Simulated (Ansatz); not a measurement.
Consider the isomerisation: `[SiH3][CH]1[NH][AlH]1` → `N=[C]([AlH2])[SiH3]`.

Gas-phase electronic energies from Ansatz, PBE0-D4/def2-TZVP geometries. CCSD(T)/CBS adds triple-zeta CCSD(T) − MP2 to the extrapolated MP2 energy (def2 sets, frozen cores). DFT in def2-TZVPP. One conformer a species, not always the lowest.

```json
{"level": "PBE-QIDH", "ΔE (eV)": "0.41"}
{"level": "MP2/def2-QZVPP", "ΔE (eV)": "0.42"}
```

Task: What does CCSD(T)/CBS give? (An estimate is asked.)

Result: Ansatz gave: +0.27 eV. The listed levels differ from it by 0.14, 0.15 eV.

Largest T1 diagnostic among the species: 0.014.

From r2SCAN to r2SCAN0 (25 % exact exchange), in def2-TZVPP and without D4, ΔE moves by +0.03 eV. At CCSD(T), def2-SVP lies −0.19 eV from the extrapolated value and def2-TZVPP −0.07 eV.
